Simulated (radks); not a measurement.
Values are calculated unless marked as measured or tabulated.
All-electron atom: Cd+ in [Kr] 4d10 5s1. Code: a radial shooting solver on a logarithmic mesh with Libxc functionals. Model: scalar-relativistic Kohn-Sham, Slater X-alpha with alpha = 1.035, spin-polarised, spherical densities, point nucleus; open shells are filled with parallel spins first (spin-orbit coupling, left out, can overturn this in heavy ions).

Radial electron density D(r) = 4 pi r^2 rho(r):

r (bohr),D(r) (e/bohr),spin D(r)
0.0043,15.14,0.00289
0.004966,18.60,0.00352
0.005735,22.62,0.00424
0.00657,26.93,0.00498
0.007588,31.99,0.00581
0.008763,37.44,0.00664
0.01012,43.08,0.00740
0.01159,48.32,0.00796
0.01339,53.42,0.00828
0.01546,57.64,0.00818
0.01786,60.55,0.00754
0.02046,61.81,0.00638
0.02363,61.47,0.00461
0.02729,59.64,0.00245
0.03152,56.96,0.000330
0.03611,54.60,-0.00108
0.0417,53.49,-0.00124
0.04816,54.86,0.000556
0.05518,58.86,0.00416
0.06372,65.41,0.00922
0.07359,72.58,0.0136
0.08499,77.83,0.0145
0.09737,78.85,0.00978
0.1125,74.88,-0.00183
0.1299,67.05,-0.0173
0.15,58.87,-0.0300
0.1718,54.43,-0.0325
0.1984,55.18,-0.0219
0.2292,60.01,-0.00241
0.2626,64.05,0.0135
0.3032,62.90,0.0172
0.3502,54.22,0.00816
0.4045,40.66,0.000364
0.4634,28.37,0.00728
0.5351,20.41,0.0262
0.618,18.58,0.0312
0.7138,20.19,-0.00457
0.8177,21.42,-0.0704
0.9444,20.26,-0.125
1.091,16.65,-0.0993
1.26,12.05,0.0367
1.443,8.096,0.236
1.667,4.958,0.448
1.925,2.915,0.581
2.205,1.732,0.597
2.547,0.9786,0.507
2.941,0.5285,0.358
3.397,0.2617,0.210
3.891,0.1193,0.105
4.494,0.04380,0.0409
5.19,0.01297,0.0125
5.994,0.002990,0.00294
6.867,0.0005749,0.000570

D(r) has 4 maxima, at r = 0.0213, 0.0936, 0.275, 0.831 bohr, and minima at 0.0417, 0.180, 0.603 bohr, inside which lie 2.00, 11.14, 28.95 electrons.
